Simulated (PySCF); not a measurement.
GeCl2I2, SMILES [Cl][Ge]([Cl])([I])[I]. Coordinates come from a PBE-D3(BJ)/def2-SVP optimisation. The def2 effective core potentials stand for the cores of I; spin–orbit coupling is left out.

Computed equilibrium geometry at PBE-D3(BJ)/def2-SVP (PySCF confirms it by a frequency run) as bond lengths and angles, and its point group:
point group C2v.
Atoms: Cl1 Ge2 Cl3 I4 I5. Bonded distances (Å): Cl1–Ge2 2.164, Ge2–Cl3 2.164, Ge2–I4 2.520, Ge2–I5 2.520. Angles (°): Cl1–Ge2–Cl3 107.4, Cl1–Ge2–I4 109.4, Cl1–Ge2–I5 109.4, Cl3–Ge2–I4 109.4, Cl3–Ge2–I5 109.4, I4–Ge2–I5 111.6.
